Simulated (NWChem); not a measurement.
Everything below was run with NWChem. System: OSn, charge 1, spin multiplicity 2, at the geometry of a parent with another charge or spin, in a state set for the comparison that need not be this species' ground state. Its SCF solution wasn't tested for a lower state.

Job file:

```
start mol
memory heap 200 mb stack 900 mb global 1100 mb
charge 1
geometry units angstroms nocenter noautoz noautosym
  Sn     0.000000     0.000000     0.289084
  O      0.000000     0.000000    -1.806773
end
basis spherical
  * library x2c-svpall-2c
end
relativistic
  zora on
end
dft
  xc pbe0
  odft
  mult 2
  semidirect memsize 60000000 filesize 0
  iterations 100
  grid fine
end
task sodft energy
```

The output up to the point where the run's verdict is printed (cleaned and shortened):

```
             Northwest Computational Chemistry Package (NWChem) 7.3.0
             --------------------------------------------------------

                                NWChem Input Module
                                -------------------

 Scaling coordinates for geometry "geometry" by  1.889725989
 (inverse scale =  0.529177249)

                             Geometry "geometry" -> ""
                             -------------------------

 Output coordinates in angstroms (scale by  1.889725989 to convert to a.u.)

  No.       Tag          Charge          X              Y              Z
 ---- ---------------- ---------- -------------- -------------- --------------
    1 Sn                  50.0000     0.00000000     0.00000000     0.28908400
    2 O                    8.0000     0.00000000     0.00000000    -1.80677300

 Effective nuclear repulsion energy (a.u.)     100.9949150156

            Nuclear Dipole moment (a.u.)
            ----------------------------
        X                 Y               Z
 ---------------- ---------------- ----------------
     0.0000000000     0.0000000000     0.0000302356


 Summary of "ao basis" -> "" (spherical)
 ------------------------------------------------------------------------------
       Tag                 Description            Shells   Functions and Types
 ---------------- ------------------------------  ------  ---------------------
 *                       x2c-svpall-2c                on all atoms

                                 NWChem DFT Module
                                 -----------------

 Summary of "ao basis" -> "ao basis" (spherical)
 ------------------------------------------------------------------------------
       Tag                 Description            Shells   Functions and Types
 ---------------- ------------------------------  ------  ---------------------
 Sn                      x2c-svpall-2c              18       50   6s8p4d
 O                       x2c-svpall-2c               6       14   3s2p1d

 Summary of "ao basis" -> "ao basis" (spherical)
 ------------------------------------------------------------------------------
[...]
 d= 0,ls=0.0,diis    75  -6319.7122715488  3.52D-07  1.27D-04  2.13D-06    30.9
                                                     1.80D-04  2.13D-06
 d= 0,ls=0.0,diis    76  -6319.7122454445  2.61D-05  8.95D-05  3.71D-06    31.2
                                                     1.24D-04  3.71D-06
 d= 0,ls=0.0,diis    77  -6319.7122181287  2.73D-05  4.31D-05  7.34D-06    32.0
                                                     5.91D-05  7.34D-06
 d= 0,ls=0.0,diis    78  -6319.7122322880 -1.42D-05  5.54D-05  5.12D-06    32.4
                                                     7.52D-05  5.12D-06
 d= 0,ls=0.0,diis    79  -6319.7122141718  1.81D-05  1.33D-05  8.36D-06    32.7
                                                     1.81D-05  8.36D-06
 d= 0,ls=0.0,diis    80  -6319.7122090361  5.14D-06  1.70D-05  9.23D-06    33.0
                                                     2.38D-05  9.23D-06
 d= 0,ls=0.0,diis    81  -6319.7122157222 -6.69D-06  1.98D-06  7.93D-06    33.3
                                                     5.21D-06  7.93D-06
 d= 0,ls=0.0,diis    82  -6319.7122151397  5.83D-07  3.58D-05  8.03D-06    33.5
                                                     5.02D-05  8.03D-06
 d= 0,ls=0.0,diis    83  -6319.7122003638  1.48D-05  3.90D-04  1.12D-05    33.8
                                                     5.48D-04  1.12D-05
 d= 0,ls=0.0,diis    84  -6319.7122930765 -9.27D-05  2.57D-04  1.93D-06    34.1
                                                     3.67D-04  1.93D-06
 d= 0,ls=0.0,diis    85  -6319.7122452438  4.78D-05  3.60D-06  4.03D-06    34.3
                                                     5.88D-06  4.03D-06
 d= 0,ls=0.0,diis    86  -6319.7122462733 -1.03D-06  6.37D-05  3.88D-06    34.6
                                                     8.91D-05  3.88D-06
 d= 0,ls=0.0,diis    87  -6319.7122600811 -1.38D-05  3.94D-05  2.65D-06    34.9
                                                     5.59D-05  2.65D-06
 d= 0,ls=0.0,diis    88  -6319.7122675475 -7.47D-06  3.51D-04  2.25D-06    35.2
                                                     4.81D-04  2.25D-06
 d= 0,ls=0.0,diis    89  -6319.7121369830  1.31D-04  1.20D-04  2.77D-05    35.5
                                                     1.65D-04  2.77D-05
 d= 0,ls=0.0,diis    90  -6319.7120304581  1.07D-04  5.18D-04  6.77D-05    35.7
                                                     7.10D-04  6.77D-05
 d= 0,ls=0.0,diis    91  -6319.7122770062 -2.47D-04  1.84D-04  1.86D-06    36.0
                                                     2.72D-04  1.86D-06
 d= 0,ls=0.0,diis    92  -6319.7123098585 -3.29D-05  2.14D-04  2.94D-06    36.3
                                                     3.15D-04  2.94D-06
 d= 0,ls=0.0,diis    93  -6319.7122718651  3.80D-05  3.05D-06  1.97D-06    36.8
                                                     5.46D-06  1.97D-06
 d= 0,ls=0.0,diis    94  -6319.7122723892 -5.24D-07  1.10D-05  1.95D-06    37.1
                                                     1.58D-05  1.95D-06
 d= 0,ls=0.0,diis    95  -6319.7122705002  1.89D-06  1.37D-05  2.04D-06    37.4
                                                     1.95D-05  2.04D-06
 d= 0,ls=0.0,diis    96  -6319.7122728592 -2.36D-06  2.19D-06  1.96D-06    37.6
                                                     3.18D-06  1.96D-06
 d= 0,ls=0.0,diis    97  -6319.7122732451 -3.86D-07  9.49D-06  1.95D-06    37.9
                                                     1.36D-05  1.95D-06
 d= 0,ls=0.0,diis    98  -6319.7122715954  1.65D-06  1.77D-04  2.00D-06    38.2
                                                     2.48D-04  2.00D-06
 d= 0,ls=0.0,diis    99  -6319.7122322131  3.94D-05  1.19D-04  5.48D-06    38.5
                                                     1.66D-04  5.48D-06
 d= 0,ls=0.0,diis   100  -6319.7122608068 -2.86D-05  6.70D-07  2.46D-06    38.8
                                                     3.18D-06  2.46D-06
```

The run did not converge; its last values are not results. The next line reads: Calculation failed to converge. NWChem stopped with the message: sodft energy failed.
